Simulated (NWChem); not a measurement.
System meant: CH4SSe; SMILES CS[SeH]

Here is an NWChem input.

```
start job
memory heap 200 mb stack 900 mb global 1100 mb
geometry units angstroms noautoz
  Se     0.053217     1.032758     0.038979
  H      0.184760     1.209177    -1.422841
  S     -0.678036    -1.041666     0.012497
  C      0.851913    -2.012462     0.015977
  H      1.416311    -1.880676    -0.917703
  H      0.534479    -3.063942     0.097535
  H      1.483330    -1.761211     0.879035
end
basis spherical
  Se library def2-svp
  H library def2-svp
  S library def2-svp
  C library def2-svp
end
dft
  xc xpbe96 cpbe96
  iterations 4
  mulliken
end
task dft energy
```

End of the output:

```
    Atom       Charge   Shell Charges
 -----------   ------   -------------------------------------------------------
    1 Se  34    34.01   2.00  2.00  1.96  1.13  0.66  5.99  5.80  2.03  2.31  7.82  2.04  0.28
    2 H    1     1.02   0.61  0.35  0.06
    3 S   16    15.88   2.00  1.95  1.02  0.68  5.80  1.88  2.44  0.10
    4 C    6     6.19   1.96  0.61  0.34  1.87  1.34  0.07
    5 H    1     0.97   0.64  0.27  0.07
    6 H    1     0.96   0.63  0.26  0.07
    7 H    1     0.97   0.63  0.27  0.07

 center of mass
 --------------
 x =  -0.04429547 y =   0.24800460 z =   0.02562437

 moments of inertia (a.u.)
 ------------------
         664.771807769552          -0.000000000000           0.000000000000
          -0.000000000000         113.751586478776          -0.000000000000
           0.000000000000          -0.000000000000         751.644244422406

     Multipole analysis of the density
     ---------------------------------

     L   x y z        total         alpha         beta         nuclear
     -   - - -        -----         -----         ----         -------
     0   0 0 0     -0.000000    -30.000000    -30.000000     60.000000

     1   1 0 0      0.522427      0.261214      0.261214      0.000000
     1   0 1 0     -0.275722     -0.137861     -0.137861      0.000000
     1   0 0 1     -0.223112     -0.111556     -0.111556      0.000000

     2   2 0 0    -29.914744    -44.130358    -44.130358     58.345972
     2   1 1 0     -0.828796      6.488441      6.488441    -13.805679
     2   1 0 1     -0.200692      0.147337      0.147337     -0.495365
     2   0 2 0    -25.883997   -183.268708   -183.268708    340.653419
     2   0 1 1     -0.808386      1.357248      1.357248     -3.522883
     2   0 0 2    -28.247446    -20.737716    -20.737716     13.227986

 ------------------------------------------------------------------------
 dft energy failed                                                                                  0
 ------------------------------------------------------------------------
 ------------------------------------------------------------------------
  current input line :
    23: task dft energy
 ------------------------------------------------------------------------
 ------------------------------------------------------------------------
 This type of error is most commonly associated with calculations not reaching convergence criteria
 ------------------------------------------------------------------------
 For more information see the NWChem manual at https://nwchemgit.github.io

0:dft energy failed:Received an Error in Communication
```

Question: What is wrong, and how is it mended?

Answer: The run did not converge; its last values are not results. Cause: the SCF was allowed too few iterations. This input runs:
```
start job
memory heap 200 mb stack 900 mb global 1100 mb
geometry units angstroms noautoz
  Se     0.053217     1.032758     0.038979
  H      0.184760     1.209177    -1.422841
  S     -0.678036    -1.041666     0.012497
  C      0.851913    -2.012462     0.015977
  H      1.416311    -1.880676    -0.917703
  H      0.534479    -3.063942     0.097535
  H      1.483330    -1.761211     0.879035
end
basis spherical
  * library def2-svp
end
dft
  xc xpbe96 cpbe96
  iterations 150
  mulliken
end
task dft energy
```
It converges to -2839.21932 Ha (PBE/def2-SVP).
